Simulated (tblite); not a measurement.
Input of a run (GFN2-xTB geometry optimisation, gas phase (tblite 0.8.0)), started from a force field or distance geometry:
```
{"job": {"kind": "relax", "xc": "GFN2-xTB", "basis": "xTB"}, "charge": 0, "multiplicity": 1}
C     -2.727000     1.583000     0.305500
S     -0.929900     1.701300     0.402500
Si    -0.117300    -0.312100     0.479200
O      0.028900    -0.848500     2.094800
Si    -1.442500    -1.748100    -0.625800
Si     1.837600    -0.344000    -0.586600
Si     3.402500     0.810500     0.495300
H     -3.016900     1.640600    -0.749400
H     -3.006700     0.625700     0.798800
H     -3.250800     2.405200     0.837400
H     -0.889500    -0.926200     2.477500
H     -2.849400    -1.390200    -0.454100
H     -1.030700    -1.734300    -2.043600
H     -1.131400    -3.080300    -0.070600
H      2.248800    -1.753000    -0.667100
H      1.659200     0.219000    -1.910900
H      3.574400     2.146900    -0.099100
H      2.987100     0.984800     1.889100
H      4.643500     0.028700     0.449800
```

Output (eV, eV/Å):
```
step      E/eV     max force
  0    -612.06456    2.142
  1    -612.24629    0.934
  2    -612.31810    0.756
  3    -612.36333    0.948
  4    -612.49094    0.683
  5    -612.52850    0.430
  6    -612.56544    0.381
  7    -612.59699    0.461
  8    -612.62438    0.522
  9    -612.65034    0.460
 10    -612.67508    0.414
 11    -612.69317    0.431
 12    -612.70561    0.301
 13    -612.71503    0.190
 14    -612.72353    0.218
 15    -612.73173    0.296
 16    -612.73929    0.287
 17    -612.74572    0.199
 18    -612.75207    0.242
 19    -612.76034    0.371
 20    -612.77022    0.385
 21    -612.77832    0.263
 22    -612.78324    0.136
 23    -612.78660    0.147
 24    -612.78980    0.157
 25    -612.79350    0.170
 26    -612.79721    0.138
 27    -612.80021    0.294
 28    -612.80324    0.231
 29    -612.80616    0.207
 30    -612.80977    0.122
 31    -612.81145    0.108
 32    -612.81346    0.114
 33    -612.81481    0.093
 34    -612.81637    0.093
 35    -612.81776    0.104
 36    -612.81896    0.124
 37    -612.81984    0.079
 38    -612.82052    0.082
 39    -612.82112    0.061
 40    -612.82176    0.066
 41    -612.82242    0.068
 42    -612.82305    0.066
 43    -612.82369    0.078
 44    -612.82443    0.086
 45    -612.82538    0.096
 46    -612.82649    0.114
 47    -612.82760    0.096
 48    -612.82837    0.074
 49    -612.82902    0.065
 50    -612.82981    0.092
 51    -612.83066    0.090
 52    -612.83136    0.075
 53    -612.83186    0.060
 54    -612.83232    0.072
 55    -612.83296    0.106
 56    -612.83384    0.108
 57    -612.83473    0.092
 58    -612.83537    0.050
 59    -612.83581    0.044
 60    -612.83627    0.069
 61    -612.83695    0.119
 62    -612.83788    0.120
 63    -612.83897    0.061
 64    -612.83946    0.051
 65    -612.83970    0.046
 66    -612.84004    0.052
 67    -612.84047    0.061
 68    -612.84111    0.071
 69    -612.84184    0.067
 70    -612.84256    0.062
 71    -612.84317    0.059
 72    -612.84371    0.070
 73    -612.84396    0.101
 74    -612.84474    0.061
 75    -612.84544    0.066
 76    -612.84642    0.064
 77    -612.84701    0.097
 78    -612.84782    0.105
 79    -612.84923    0.134
 80    -612.85060    0.111
 81    -612.85222    0.095
 82    -612.85395    0.197
 83    -612.85531    0.116
 84    -612.85729    0.161
 85    -612.85948    0.250
 86    -612.86177    0.159
 87    -612.86323    0.246
 88    -612.86457    0.084
 89    -612.86530    0.103
 90    -612.86642    0.137
 91    -612.86756    0.132
 92    -612.86952    0.138
 93    -612.87122    0.080
 94    -612.87172    0.266
 95    -612.87293    0.115
 96    -612.87347    0.061
 97    -612.87457    0.099
 98    -612.87531    0.119
 99    -612.87648    0.118
100    -612.87821    0.096
101    -612.88003    0.097
102    -612.88204    0.088
103    -612.88236    0.270
104    -612.88435    0.117
105    -612.88496    0.086
106    -612.88647    0.081
107    -612.88736    0.107
108    -612.88953    0.108
109    -612.89068    0.090
110    -612.89142    0.075
111    -612.89199    0.053
112    -612.89268    0.069
113    -612.89324    0.048
114    -612.89358    0.048
115    -612.89386    0.049
116    -612.89429    0.069
117    -612.89509    0.091
118    -612.89623    0.072
119    -612.89714    0.065
120    -612.89755    0.057
121    -612.89787    0.055
122    -612.89822    0.052
123    -612.89883    0.052
124    -612.89931    0.067
125    -612.89988    0.050
126    -612.90045    0.058
127    -612.90108    0.073
128    -612.90179    0.071
129    -612.90270    0.075
130    -612.90368    0.068
131    -612.90456    0.062
132    -612.90519    0.072
133    -612.90587    0.074
134    -612.90660    0.085
135    -612.90768    0.072
136    -612.90857    0.077
137    -612.90947    0.102
138    -612.91023    0.080
139    -612.91078    0.060
140    -612.91115    0.056
141    -612.91158    0.064
142    -612.91214    0.055
143    -612.91284    0.058
144    -612.91410    0.088
145    -612.91543    0.114
146    -612.91654    0.090
147    -612.91730    0.082
148    -612.91782    0.059
149    -612.91828    0.070
150    -612.91878    0.065
151    -612.91924    0.050
152    -612.91957    0.056
153    -612.91992    0.056
154    -612.92034    0.048
155    -612.92078    0.049
156    -612.92106    0.046
157    -612.92132    0.044
158    -612.92153    0.045
159    -612.92175    0.049
160    -612.92200    0.049
161    -612.92228    0.039
162    -612.92250    0.034
163    -612.92265    0.034
164    -612.92279    0.039
165    -612.92296    0.033
166    -612.92310    0.022
167    -612.92320    0.021
168    -612.92329    0.026
169    -612.92339    0.031
170    -612.92350    0.024
171    -612.92360    0.032
172    -612.92371    0.029
173    -612.92384    0.025
174    -612.92396    0.025
175    -612.92403    0.016
176    -612.92407    0.014
177    -612.92410    0.011
178    -612.92413    0.013
179    -612.92417    0.014
180    -612.92420    0.014
181    -612.92423    0.014
182    -612.92426    0.012
183    -612.92429    0.014
184    -612.92432    0.014
185    -612.92434    0.010
186    -612.92436    0.008
```

Question: Summarise the run.

Answer: The energy falls by 19.8 kcal/mol over 186 L-BFGS steps, the largest force on an atom goes from 2.14 to 0.008 eV/Å, and the atoms move by 0.728 Å rms after alignment. Among the bonds, Si3–Si6 and Si6–Si7 change most and about equally (+0.098 to +0.099 Å). Bonds longer at the end by more than 0.005 Å: 9 of 18; shorter: 8. Among the angles that change most is Si5–Si3–Si6, from 105.9° to 127.6°. Among the dihedrals that turn most is Si6–Si3–O4–H11, from -173° to 55°. The energy never rose by more than 1e-5 eV on the way. The first step brought 21 % of the lowering.

Question: What are the final bond lengths?

Answer: C1–S2 1.815 Å, S2–Si3 2.201 Å, Si3–O4 1.644 Å, Si3–Si5 2.330 Å, Si3–Si6 2.326 Å, Si6–Si7 2.324 Å, C1–H8 1.087 Å, C1–H9 1.086 Å, C1–H10 1.085 Å, O4–H11 0.955 Å, Si5–H12 1.468 Å, Si5–H13 1.468 Å, Si5–H14 1.465 Å, Si6–H15 1.476 Å, Si6–H16 1.469 Å, Si7–H17 1.463 Å, Si7–H18 1.472 Å, Si7–H19 1.466 Å. Numbering counts from 1 in the input's order; the species is `CS[Si@@](O)([SiH3])[SiH2][SiH3]`.

The run took 4.1 s wall on Arm Neoverse N1, one thread, shared host with 64 logical CPUs at a one-minute load of 59.

Its lowest GFN2-xTB frequency is 8i cm⁻¹, too small to tell a flat minimum from a shallow saddle. The numbers are those of one conformer. 3 starts were optimised and ended at 0.00, 0.62 and 0.80 kcal/mol (GFN2-xTB); the lowest of these is shown.

These are computed values.
